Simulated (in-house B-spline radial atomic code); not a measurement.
Orbital energies and mean radii along the 17-electron series, configuration [Ne] 3s2 3p5. The effective charge is n√(-2ε), a non-relativistic measure. Computed with a B-spline radial code for spherical atoms: Dirac-Hartree-Fock, average of the configuration, finite nuclei.

```
  ion   Z  energy of 3p1/2 (Eh)  mean radius of 3p1/2 (bohr)  energy of 2s1/2 (Eh)  mean radius of 2s1/2 (bohr)  energy of 3s1/2 (Eh)  mean radius of 3s1/2 (bohr)  energy of 1s1/2 (Eh)  mean radius of 1s1/2 (bohr)  effective charge of 3p1/2
Br18+  35               -28.421                      0.47462               -92.287                      0.18692               -30.873                      0.48538               -523.98                     0.042737                     22.618
Kr19+  36               -31.085                      0.45624               -99.386                      0.18093               -33.646                       0.4676               -557.39                     0.041476                     23.654
Rb20+  37                     ?                            ?                     ?                            ?                     ?                            ?                     ?                            ?                          ?
Sr21+  38               -36.771                      0.42336               -114.42                      0.16995               -39.552                      0.43558               -627.52                     0.039152                     25.727
Zr23+  40               -42.938                      0.39477               -130.58                      0.16014               -45.941                      0.40754                -702.1                     0.037056                     27.801
Nb24+  41               -46.203                      0.38183               -139.09                      0.15561               -49.319                      0.39477               -741.08                     0.036084                     28.838
Mo25+  42               -49.591                      0.36967               -147.89                      0.15132               -52.819                      0.38275                -781.2                     0.035157                     29.877
Tc26+  43                     ?                            ?                     ?                            ?                     ?                            ?                     ?                            ?                          ?
Ru27+  44               -56.735                      0.34744               -166.36                      0.14334               -60.192                      0.36068               -864.88                     0.033427                     31.957
Rh28+  45               -60.494                      0.33724               -176.04                      0.13963               -64.066                      0.35053               -908.46                     0.032619                     32.998
Pd29+  46                     ?                            ?                     ?                            ?                     ?                            ?                     ?                            ?                          ?
Ag30+  47               -68.386                      0.31845               -196.29                       0.1327               -72.193                      0.33174               -999.13                     0.031101                     35.085
Cd31+  48               -72.523                      0.30977               -206.87                      0.12946               -76.448                      0.32304              -1046.25                     0.030389                      36.13
In32+  49               -76.787                      0.30152               -217.76                      0.12636               -80.832                      0.31475              -1094.56                     0.029704                     37.177
Sn33+  50               -81.179                      0.29366               -228.96                      0.12338               -85.345                      0.30684              -1144.08                     0.029046                     38.226
```

Task: Fill in the row of Rb20+.

Result: energy of 3p1/2 (Eh): -33.868; mean radius of 3p1/2 (bohr): 0.43921; energy of 2s1/2 (Eh): -106.76; mean radius of 2s1/2 (bohr): 0.17528; energy of 3s1/2 (Eh): -36.539; mean radius of 3s1/2 (bohr): 0.45104; energy of 1s1/2 (Eh): -591.9; mean radius of 1s1/2 (bohr): 0.040283; effective charge of 3p1/2: 24.691.

Task: Fill in the row of Tc26+.

Result: energy of 3p1/2 (Eh): -53.101; mean radius of 3p1/2 (bohr): 0.35823; energy of 2s1/2 (Eh): -156.98; mean radius of 2s1/2 (bohr): 0.14723; energy of 3s1/2 (Eh): -56.444; mean radius of 3s1/2 (bohr): 0.37141; energy of 1s1/2 (Eh): -822.47; mean radius of 1s1/2 (bohr): 0.034273; effective charge of 3p1/2: 30.916.

Task: Fill in the row of Pd29+.

Result: energy of 3p1/2 (Eh): -64.377; mean radius of 3p1/2 (bohr): 0.3276; energy of 2s1/2 (Eh): -186.02; mean radius of 2s1/2 (bohr): 0.13609; energy of 3s1/2 (Eh): -68.066; mean radius of 3s1/2 (bohr): 0.3409; energy of 1s1/2 (Eh): -953.21; mean radius of 1s1/2 (bohr): 0.031844; effective charge of 3p1/2: 34.041.

Task: How does the screening of 3p1/2 change?

Result: Z less the effective charge goes from 12.38 at Z = 35 to 11.77 at Z = 50.
